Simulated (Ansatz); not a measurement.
Basis sets compared for (BeSe)2 ring (Be2Se2). The state is a singlet with charge 0. Geometry PBE0-D4/def2-TZVP. Ansatz on 4 threads of Arm Neoverse V1 on a shared host; times are rough, and most runs start from earlier orbitals.

```xyz
4

Be    0.641   -0.326    0.700
Se   -1.348   -0.832    0.846
Be   -0.641    0.326   -0.700
Se    1.348    0.832   -0.846
```

The 6-31G sets use Cartesian d functions.

Binding counts from free atoms (Be singlet, Se triplet) in the same basis, without a counterpoise term.

| level | functions | energy (Eh) | HOMO (eV) | LUMO (eV) | binding per atom (eV) | wall time |
| --- | --- | --- | --- | --- | --- | --- |
| HF/STO-3G | 46 | -4776.1739 | -6.37 | 2.75 | 2.83 | 0.15 s |
| HF/6-31G | 76 | -4828.3593 | -8.85 | -0.16 | 1.82 | 0.45 s |
| HF/def2-TZVP | 134 | -4829.0941 | -8.81 | -0.31 | 2.00 | 1.2 s |
| PBE-D4/def2-SVP | 82 | -4831.3236 | -5.52 | -3.65 | 2.99 | 0.6 s |
| PBE-D4/def2-TZVP | 134 | -4831.9478 | -5.60 | -3.60 | 3.00 | 1.1 s |
| r2SCAN-D4/def2-TZVP (with forces) | 134 | -4832.6893 | -5.83 | -3.25 | 3.01 | 2.8 s |
| PBE0-D4/def2-SVP | 82 | -4831.4882 | -6.55 | -2.94 | 2.92 | 0.9 s |
| PBE0-D4/def2-TZVP | 134 | -4832.1134 | -6.60 | -2.87 | 2.94 | 1.6 s |

(1) Estimate the rows for PBE-D4/def2-TZVPD, r2SCAN-D4/def2-TZVPD, PBE0-D4/def2-TZVPD.

Results:

(1) 
```
               level  functions  energy (Eh)  HOMO (eV)  LUMO (eV)  binding per atom (eV)  wall time
   PBE-D4/def2-TZVPD        158   -4831.9493      -5.64      -3.63                   3.01      1.4 s
r2SCAN-D4/def2-TZVPD        158   -4832.6904      -5.86      -3.27                   3.02      2.9 s
  PBE0-D4/def2-TZVPD        158   -4832.1146      -6.64      -2.89                   2.94      2.1 s
```
